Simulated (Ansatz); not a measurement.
The cluster Cd3. Charge 0, multiplicity 3. Geometry r2SCAN/def2-TZVPD, that of the charge -1 doublet; atoms count from 1.

```csv
atom,x (Å),y (Å),z (Å)
Cd1,-1.203,-0.945,0.755
Cd2,1.057,-0.711,-1.135
Cd3,0.146,1.657,0.380
```

In the def2 sets Cd takes a core potential; there is no spin–orbit coupling. At PBE0/def2-TZVPD a singlet of charge 0 lies 2.37 eV below the triplet at the same geometry. The structure comes from a short search, and lower isomers may exist.

**Question.** Estimate the Mulliken populations from the PBE0/def2-TZVPD orbitals of Ansatz.

**Answer.** 
```tsv
atom	charge (e)	spin (α − β)	d electrons
Cd1	-0.03	0.43	9.99
Cd2	0.06	1.15	10.00
Cd3	-0.03	0.42	9.99
```
Mulliken values and Mayer orders depend strongly on the basis. With diffuse functions, as here, like atoms can get unlike values, and bond orders can come out too low or too high.

**Question.** Where does the spin sit?

**Answer.** Summed by element: Cd 2.00, of 2 unpaired in all. Largest on single atoms: Cd2 1.15, Cd1 0.43, Cd3 0.42.

**Question.** And the Mayer bond orders between bonded heavy atoms (over 0.3)?

**Answer.** Cd1–Cd2 0.73 (2.95 Å); Cd1–Cd3 0.48 (2.95 Å); Cd2–Cd3 0.72 (2.96 Å).
